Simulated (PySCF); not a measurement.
# Computed properties of 1,3,5-trisilacyclohexane (C3H12Si3), SMILES C1[SiH2]C[SiH2]C[SiH2]1

1,3,5-trisilacyclohexane (C₃H₁₂Si₃), SMILES C1[SiH2]C[SiH2]C[SiH2]1. The structure is a stationary point at PBE0-D3(BJ)/def2-SVP. One conformer was computed; it need not be the lowest. All values are computed for the isolated molecule unless a solvent is named; none is compared with measurement here.

**Structure.** The optimised structure has C3v symmetry. All 48 harmonic modes at PBE0-D3(BJ)/def2-SVP (PySCF) are real, so it is a minimum. With heavy atoms numbered as in [CH2:1]1[SiH2:2][CH2:3][SiH2:4][CH2:5][SiH2:6]1, the shortest bond between them is Si2–C3 at 1.885 Å and the longest C1–Si2 at 1.885 Å.

**Vibrations.** The strongest infrared lines (harmonic, unscaled, degenerate partners summed) lie at 899 cm⁻¹ (808 km/mol, H 73 %, Si 17 %, C 10 %), 2205 cm⁻¹ (466 km/mol, H 97 %), 2221 cm⁻¹ (234 km/mol, H 97 %). The softest mode is at 113 cm⁻¹ and the zero-point energy is 83.7 kcal/mol.

**Electronic structure.** PBE0/def2-TZVP (PySCF) places the frontier levels at -8.19 and 0.46 eV, a gap of 8.65 eV, and gives a dipole moment of 1.27 D.

**Excitations.** TDA-B3LYP/def2-SVPD (PySCF) has S1 at 7.21 eV (172 nm, f = 0.018, weak); the most intense of the 6 singlets computed lies at 7.51 eV (f = 0.06). Strengths of degenerate partners are summed. T1 (TDA) is at 6.94 eV, 0.27 eV under S1. No vertical singlet excitation falls in the visible range (under 3.1 eV).

**NMR.** GIAO shifts at PBE0/pcSseg-1 (PySCF) (non-relativistic, atoms alike by connectivity averaged): ¹³C at -6.9 ppm against TMS; ¹H from 0.1 to 4.7 ppm against TMS; ²⁹Si at -37.1 ppm against TMS.
